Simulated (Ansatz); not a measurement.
`O[SiH2]CBr` + H–F → `O[SiH2]F` + `CBr` at 500 K and 1 bar (ligand exchange at the Si–C bond).

Gas-phase electronic energies from Ansatz, PBE0-D4/def2-TZVP geometries. CCSD(T)/CBS is the MP2 limit (def2-TZVPP, def2-QZVPP) plus CCSD(T) − MP2 in def2-TZVPP, frozen cores. This one scheme is used for every species. For Br outer-core shells are correlated without core-valence functions, which leaves a few kJ/mol of doubt a bond. Scalar relativity is left out up to krypton. Each species was taken in one conformer, which may not be the lowest.

```
     species  CCSD(T)/CBS energy (Eh)  H − E (kJ/mol)  S (J/(mol·K))
`O[SiH2]CBr`              -2978.68339           196.8          397.4
         H–F               -100.39570            39.4          188.7
  `O[SiH2]F`               -465.96250           118.8          315.1
       `CBr`              -2613.17401           118.3          270.7
```

H − E and S are ideal-gas, rigid-rotor, harmonic terms from PBE0-D4/def2-TZVP, for one conformer and one mirror image of each species. 1 Eh = 2625.50 kJ/mol, R = 8.31446 J/(mol·K).

Problem. By hand: ΔE, ΔH, ΔS and ΔG.

Solution. ΔE = (-465.96250) + (-2613.17401) − (-2978.68339) − (-100.39570) = -0.05742 Eh = -150.8 kJ/mol. Δ(H − E) = 118.8 + 118.3 − 196.8 − 39.4 = 0.9, so ΔH = -149.9 kJ/mol. ΔS = 315.1 + 270.7 − 397.4 − 188.7 = -0.3 J/(mol·K). ΔG = -149.9 − 500 × (-0.3)/1000 = -149.8 kJ/mol.

Problem. By hand: the equilibrium constant, and the temperature at which ΔG would vanish if ΔH and ΔS stayed fixed.

Solution. log₁₀ K = −ΔG/(RT ln 10) = 15.6. ΔG = 0 at ΔH/ΔS = 499667 K, far beyond where these terms or the molecules hold.

The number of gas molecules stays the same, so ΔS is small and ΔH decides. A doubt of 5 kJ/mol in ΔE shifts log₁₀ K by 0.5 here. Other conformers and mirror images would add mixing entropy, several J/(mol·K) or more a flexible species. These are equilibria of isolated gas molecules and say nothing of rates. Largest T1 diagnostic: 0.011 (customary marks: 0.02 for closed shells, 0.045 for open ones).
